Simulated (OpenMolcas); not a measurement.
Ni2+: effect of the metal basis

Ni2+ with its 8 nearest fluoride ions at 2.212 Å, on the Ca site of CaF2 (a = 5.46294 Å, distance in the model lattice 2.366 Å). The rest of the host is ab initio model potentials to 7.6 Å and point charges beyond; the distance is set by hand and nothing relaxes.

```yaml
Program: OpenMolcas
Method: "SS-CASPT2, IPEA 0.25 Eh, imaginary shift 0.1 Eh (closed shells correlated: 3s 3p and the ligand valence shells)"
Spin-orbit_coupling: state interaction with AMFI integrals over the reference wave functions
```

Fixed: ligand basis ANO-RCC-VDZP, active space 8 electrons in 5 orbitals (3d), DKH2 Hamiltonian.

States (labels of O, the rotations of Oh). Energies in cm-1 above the lowest state or level, χT in cm3 K/mol; under a threefold ground state the first gap can be a small split of the lowest multiplet, not the spin-orbit step.

```json
{"Run": "A", "Metal basis": "ANO-RCC-VDZP", "Ground state": "3T1", "First state of that spin": "3T2 2600", "First gap with spin-orbit (degeneracies)": "370 (1, 3)", "χT at 300 K": "2.578", "First state of another spin": "1T2 12820", "Cost": "roughly 120 core-seconds"}
{"Run": "B", "Metal basis": "ANO-RCC-VTZP", "Ground state": "3T1", "First state of that spin": "3T2 2600", "First gap with spin-orbit (degeneracies)": "370 (1, 3)", "χT at 300 K": "2.591", "First state of another spin": "1T2 12470", "Cost": "roughly 2.7 core-minutes"}
```

Against A, the first state of the same spin changes by 0 % in B.

Costs are those of the CASPT2 steps.

Roots that are degenerate in the reference are averaged as groups; the widest CASPT2 spread within a group is 870 cm-1 (the 3-fold group of multiplicity 1 near 24200 cm-1 above the lowest state of its run, B). Shifts and gaps below about the spread of the groups concerned are not significant. Over all roots computed the reference weight is 0.68 to 0.69 in A, 0.68 to 0.69 in B; a low but even weight reflects the number of correlated electrons. An orbital triplet at a regular site is open to Jahn-Teller coupling, which can distort the site and quench the lowest spin-orbit gaps and is left out. A single d shell leaves out the double-shell effect, which counts most for late 3d ions, where the CASPT2 field can be off either way by tens of per cent. Ligand-to-metal charge-transfer states are missing. These CASPT2 states fit no ligand-field parameters well, so their order and spin gaps are uncertain. For late 3d ions with one d shell CASPT2 can put B and the spin-flip bands somewhat low as well as high. With one d shell and no ligand orbital active, 10Dq can be off by tens of per cent for divalent 3d ions, low with halides held by bare charges and at times high in hosts. Free-ion shares, where given, are those of the reference states; single-state CASPT2 does not remix them. No measured value stands beside these numbers; the geometry was set by hand and not optimised.
